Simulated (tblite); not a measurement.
Species: C6H7F3Si.
Numbering: `[CH:1]#[C:2][Si@@H:3]1[CH2:4][CH2:5][C@@H:6]1[C:7]([F:8])([F:9])[F:10]` (hydrogens: H11 on C1; H12 on Si3; H13, H14 on C4; H15, H16 on C5; H17 on C6)

Geometry (GFN2-xTB, Å), atoms numbered from 1 in this order:
```xyz
17
C6H7F3Si angstrom
C      2.6039   -0.3959    2.0304
C      1.9974   -0.4957    0.9966
Si     1.0131   -0.6398   -0.5527
C      0.4733    0.9743   -1.4276
C     -1.0188    0.6239   -1.2420
C     -0.9005   -0.5915   -0.2988
C     -1.3099   -0.2589    1.0988
F     -2.6325   -0.0111    1.2226
F     -1.0455   -1.2587    1.9641
F     -0.6943    0.8317    1.5895
H      3.1359   -0.3077    2.9341
H      1.4420   -1.7701   -1.3758
H      0.7470    1.8792   -0.8890
H      0.7606    1.1145   -2.4665
H     -1.4848    0.3357   -2.1822
H     -1.6018    1.4366   -0.8096
H     -1.4921   -1.4546   -0.6017
```

Computed values, GFN2-xTB/tblite, gas phase, harmonic and unscaled. Errors from tens to a few hundred cm⁻¹ against measured bands are possible. Modes of hydrogen on silicon can be 10 to 20 % off. One conformer, not necessarily the lowest.

Harmonic wavenumbers (cm⁻¹): 42.4, 58.8, 69.8, 113.4, 149.7, 208.9, 254.1, 266.4, 313.6, 363.8, 464.4, 473.6, 527.1, 538.2, 588.9, 610.3, 679.1, 683.1, 699.6, 705.3, 710.2, 785.4, 843.7, 911.7, 994.5, 999.0, 1028.4, 1051.5, 1098.5, 1130.2, 1181.7, 1200.2, 1213.7, 1284.3, 1289.9, 1459.3, 1488.4, 2204.6, 2272.6, 2989.6, 2998.0, 3012.1, 3018.0, 3024.6, 3357.7.

A = 1489, B = 1096, C = 773.9 MHz; mass 164.027 u (most abundant isotopes); point group C1, symmetry number 1.

Problem. Zero-point energy?

Solution. ½Σν̃ = 24679 cm⁻¹ = 70.56 kcal/mol.

Problem. Entropy at 298.15 K, 1 bar (ideal gas, RRHO, classical rotation)?

Solution. Translation 41.22, rotation 29.92, vibration 33.82: S = 105.0 cal/(mol K).

Problem. And Cp and H(298.15 K) − H(0)?

Solution. Cp = 42.29 cal/(mol K), of which vibrations give 34.34 (their classical limit is 45 R = 89.4); H(298.15 K) − H(0) = 7.59 kcal/mol without the zero-point energy, 5.22 from vibrations.

Problem. What must be added to the electronic energy to get the Gibbs energy at 298.15 K and 1 bar?

Solution. ZPE + [H(298.15 K) − H(0)] − T·S = 70.56 + 7.59 − 31.29 = 46.86 kcal/mol.

Problem. Which modes carry the vibrational entropy at 298.15 K?

Solution. 42.4 cm⁻¹: 5.14; 58.8 cm⁻¹: 4.50; 69.8 cm⁻¹: 4.16; 113.4 cm⁻¹: 3.21; 149.7 cm⁻¹: 2.68; 208.9 cm⁻¹: 2.05 cal/(mol K); the other 39 give 12.08 together.

Hindered rotation and anharmonicity are outside this model. Other conformers, if any are populated, would add a mixing term that is left out. The structure is chiral; the term R ln 2 for an equal mix with its mirror image is left out.

On one thread, Arm Neoverse N1 (aarch64), shared host, this took 1.2 s wall. The figure is for the frequency step alone.
